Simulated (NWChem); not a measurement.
The numbers come from NWChem runs, not from measurements. System: Ge (-1), charge -1, spin multiplicity 4. Its SCF solution wasn't tested for a lower state. Level: UMP2/def2-TZVPD, 9 core orbitals frozen.

NWChem printed:

```
             Northwest Computational Chemistry Package (NWChem) 7.3.0
             --------------------------------------------------------

                                NWChem Input Module
                                -------------------

 Scaling coordinates for geometry "geometry" by  1.889725989
 (inverse scale =  0.529177249)

                             Geometry "geometry" -> ""
                             -------------------------

 Output coordinates in angstroms (scale by  1.889725989 to convert to a.u.)

  No.       Tag          Charge          X              Y              Z
 ---- ---------------- ---------- -------------- -------------- --------------
    1 Ge                  32.0000     0.00000000     0.00000000     0.00000000

 Effective nuclear repulsion energy (a.u.)       0.0000000000

            Nuclear Dipole moment (a.u.)
            ----------------------------
        X                 Y               Z
 ---------------- ---------------- ----------------
     0.0000000000     0.0000000000     0.0000000000

      Symmetry information
      --------------------

 Group name             D2h
 Group number             26
 Group order               8
 No. of unique centers     1

      Symmetry unique atoms

     1


 Summary of "ao basis" -> "" (spherical)
 ------------------------------------------------------------------------------
       Tag                 Description            Shells   Functions and Types
 ---------------- ------------------------------  ------  ---------------------
 *                         def2-tzvpd                 on all atoms

 Summary of "ao basis" -> "ao basis" (spherical)
 ------------------------------------------------------------------------------
       Tag                 Description            Shells   Functions and Types
 ---------------- ------------------------------  ------  ---------------------
 Ge                        def2-tzvpd               18       54   7s5p5d1f

                                 NWChem SCF Module
                                 -----------------

  ao basis        = "ao basis"
  functions       =    54
  atoms           =     1
  alpha electrons =    18
  beta  electrons =    15
  charge          =  -1.00
  wavefunction    = UHF
  use symmetry    = T
  symmetry adapt  = T

 Summary of "ao basis" -> "ao basis" (spherical)
 ------------------------------------------------------------------------------
       Tag                 Description            Shells   Functions and Types
 ---------------- ------------------------------  ------  ---------------------
 Ge                        def2-tzvpd               18       54   7s5p5d1f

      Symmetry analysis of basis
      --------------------------

        ag         17
        au          1
        b1g         5
        b1u         7
        b2g         5
        b2u         7
        b3g         5
        b3u         7

 Forming initial guess at       0.0s

   Symmetry analysis of molecular orbitals - initial alpha
   -------------------------------------------------------

  Numbering of irreducible representations:

     1 ag          2 au          3 b1g         4 b1u         5 b2g
     6 b2u         7 b3g         8 b3u

  Orbital symmetries:

     1 ag          2 ag          3 b1u         4 b2u         5 b3u
     6 ag          7 b1u         8 b3u         9 b2u        10 b3g
    11 b2g        12 ag         13 b1g        14 ag         15 ag
    16 b2u        17 b3u        18 b1u        19 ag         20 ag
    21 ag         22 b1g        23 b3g        24 b2g        25 ag
    26 ag         27 b1g        28 b2g

   Symmetry analysis of molecular orbitals - initial beta
   ------------------------------------------------------

  Numbering of irreducible representations:

     1 ag          2 au          3 b1g         4 b1u         5 b2g
     6 b2u         7 b3g         8 b3u

  Orbital symmetries:

     1 ag          2 ag          3 b1u         4 b2u         5 b3u
     6 ag          7 b1u         8 b3u         9 b2u        10 b2g
    11 b3g        12 ag         13 b1g        14 ag         15 ag
    16 b1u        17 b3u        18 b2u        19 ag         20 ag
    21 ag         22 b1g        23 b3g        24 b2g        25 ag
[...]
     7     -2.391443  1 Ge s                  6      2.294883  1 Ge s
     5     -0.273850  1 Ge s

 Vector   17  Occ=0.000000D+00  E= 3.103565D-01  Symmetry=b2u
              MO Center=  5.1D-25,  2.0D-13, -2.8D-25, r^2= 3.6D+00
   Bfn.  Coefficient  Atom+Function         Bfn.  Coefficient  Atom+Function
  ----- ------------  ---------------      ----- ------------  ---------------
    21      0.887785  1 Ge py                18      0.168924  1 Ge py

 Vector   18  Occ=0.000000D+00  E= 3.103565D-01  Symmetry=b3u
              MO Center=  2.1D-13,  5.9D-26, -3.6D-26, r^2= 3.6D+00
   Bfn.  Coefficient  Atom+Function         Bfn.  Coefficient  Atom+Function
  ----- ------------  ---------------      ----- ------------  ---------------
    20      0.887785  1 Ge px                17      0.168924  1 Ge px

 center of mass
 --------------
 x =   0.00000000 y =   0.00000000 z =   0.00000000

 moments of inertia (a.u.)
 ------------------
           0.000000000000           0.000000000000           0.000000000000
           0.000000000000           0.000000000000           0.000000000000
           0.000000000000           0.000000000000           0.000000000000

  Mulliken analysis of the total density
  --------------------------------------

    Atom       Charge   Shell Charges
 -----------   ------   -------------------------------------------------------
    1 Ge  32    33.00   2.00  2.00  1.17  0.79  0.91  0.96  0.17  5.98  4.42  1.58  0.94  2.08  8.91  1.09 -0.03  0.03 -0.00  0.00

  Mulliken analysis of the alpha density
  --------------------------------------

    Atom       Charge   Shell Charges
 -----------   ------   -------------------------------------------------------
    1 Ge  32    18.00   1.00  1.00  0.59  0.39  0.41  0.55  0.06  2.99  2.23  0.77  0.92  2.08  4.44  0.55 -0.01  0.02 -0.00  0.00

   Mulliken analysis of the beta density
   -------------------------------------

    Atom       Charge   Shell Charges
 -----------   ------   -------------------------------------------------------
    1 Ge  32    15.00   1.00  1.00  0.59  0.39  0.50  0.41  0.11  2.99  2.19  0.81  0.02 -0.00  4.47  0.54 -0.02  0.01 -0.00  0.00

   Mulliken analysis of the spin density
   -------------------------------------

    Atom       Charge   Shell Charges
 -----------   ------   -------------------------------------------------------
    1 Ge  32     3.00  -0.00 -0.00 -0.00  0.00 -0.08  0.14 -0.06  0.00  0.05 -0.03  0.90  2.08 -0.03  0.01  0.01  0.00 -0.00  0.00

       Multipole analysis of the density wrt the origin
       ------------------------------------------------

     L   x y z        total         alpha         beta         nuclear
     -   - - -        -----         -----         ----         -------
     0   0 0 0     -1.000000    -18.000000    -15.000000     32.000000

     1   1 0 0     -0.000000      0.000000     -0.000000      0.000000
     1   0 1 0     -0.000000      0.000000     -0.000000      0.000000
     1   0 0 1     -0.000000      0.000000     -0.000000      0.000000

     2   2 0 0    -18.609521    -14.678590     -3.930931      0.000000
     2   1 1 0     -0.000000     -0.000000     -0.000000      0.000000
     2   1 0 1     -0.000000     -0.000000     -0.000000      0.000000
     2   0 2 0    -18.609521    -14.678590     -3.930931      0.000000
     2   0 1 1     -0.000000     -0.000000     -0.000000      0.000000
     2   0 0 2    -18.609521    -14.678590     -3.930931      0.000000

                   NWChem MP2 Semi-direct Energy/Gradient Module
                   ---------------------------------------------

  Basis functions       =     54
  Molecular orbitals    =     54
  Frozen core           =      9
  Frozen virtuals       =      0
  Active alpha occupied =      9
  Active beta occupied  =      6
  Active alpha virtual  =     36
  Active beta virtual   =     39
  Use MO symmetry       = T
  Use skeleton AO sym   = T

  AO/Fock/Back tols     =   1.0D-09  1.0D-09  1.0D-09

 GA uses MA = F    GA memory limited = T

 Available:
  local mem=  1.26D+08
 global mem=  1.44D+08
 local disk=  0.00D+00
  mp2_memr nvloc                    36
  nvloc new                    36
   1 passes of   9:        3145728                      22142                   1640932.
   1 passes of   9: M    126152008           G      144173368           F     123006280.

 Semi-direct pass number   1 of   1  for UHF alpha       at        0.6s
  vrange nnbf                  1485
  mp2_eaftype                    10  avail_ma_in_mb                  1099
 EAF : mp2_eaftype filesize          10     820466.
  mp2_eaf for mointskh                     10
Node 0 wrote      3.8 Mb in      0.0 s     Agg I/O rate:  1449.1 Mb/s
 Done moints_semi at        1.5s
  mp2_eaftype                    10  avail_ma_in_mb                  1089
 EAF : mp2_eaftype filesize          10     820466.
  mp2_eaf for kh                    10
 Done maket at        1.5s
 Done multipass loop at        1.5s

 GA uses MA = F    GA memory limited = T

 Available:
  local mem=  1.26D+08
 global mem=  1.44D+08
 local disk=  0.00D+00
  mp2_memr nvloc                    39
  nvloc new                    39
   1 passes of   6:        3145728                      17643                   1186522.
   1 passes of   6: M    126152008           G      144173368           F     123006280.

 Semi-direct pass number   1 of   1  for UHF beta        at        1.6s
  vrange nnbf                  1485
  mp2_eaftype                    10  avail_ma_in_mb                  1099
 EAF : mp2_eaftype filesize          10     593261.
  mp2_eaf for mointskh                     10
Node 0 wrote      2.8 Mb in      0.0 s     Agg I/O rate:  3840.2 Mb/s
 Done moints_semi at        2.5s
  mp2_eaftype                    10  avail_ma_in_mb                  1089
 EAF : mp2_eaftype filesize          10     593261.
  mp2_eaf for kh                    10
 Done maket at        2.5s
 Done multipass loop at        2.5s

          -------------------------------------------
          SCF energy               -2075.340800330471
          Correlation energy          -0.200919281208
          Singlet pairs                0.000000000000
          Triplet pairs                0.000000000000
          Total MP2 energy         -2075.541719611679
          -------------------------------------------

          ---------------------------------------------------
                    Spin Component Scaled (SCS) MP2
          Same spin pairs                     -0.068854080782
          Same spin scaling factor             0.333333333333
          Opposite spin pairs                 -0.132065200425
          Opposite spin scaling fact.          1.200000000000
          SCS-MP2 correlation energy          -0.181429600771
          Total SCS-MP2 energy             -2075.522229931242
          ---------------------------------------------------

 -----------------------
 Performance information
 -----------------------

 Timer overhead =  1.77D-07 seconds/call

               Nr. of calls         CPU time (s)                 Wall time (s)                GFlops
             ---------------    -------------------     ------------------------------   -------------------
Name         Min   Avg   Max    Min     Avg     Max     Min     Avg     Max   Mx/calls   Min     Max     Sum
mp2: moin     2     2     2    1.9     1.9     1.9      1.9     1.9     1.9    0.95      0.0     0.0     0.0
mp2: make     2     2     2   2.91E-2 2.91E-2 2.91E-2  2.91E-2 2.91E-2 2.91E-2 1.45E-2   0.0     0.0     0.0
mp2: tota     1     1     1    2.0     2.0     2.0      2.0     2.0     2.0     2.0      0.0     0.0     0.0

 The average no. of pstat calls per process was 5.00D+00
 with a timing overhead of 8.84D-07s

 Task  times  cpu:        2.5s     wall:        2.5s

 Total times  cpu:        2.5s     wall:        2.5s
```

**Question.** Write an NWChem input that would produce this output.

**Answer.** Several could match; the one computed here: 
```
start mol
memory heap 200 mb stack 900 mb global 1100 mb
charge -1
geometry units angstroms nocenter noautoz
  Ge     0.000000     0.000000     0.000000
  symmetry group D2h
end
basis spherical
  * library def2-tzvpd
end
scf
  uhf
  nopen 3
  maxiter 100
  thresh 1e-7
  semidirect memsize 60000000 filesize 0
  # guess.movecs holds the orbitals of an unrestricted PBE0 run
  vectors input guess.movecs output mol.movecs
end
mp2
  freeze core 9
end
task mp2 energy
```
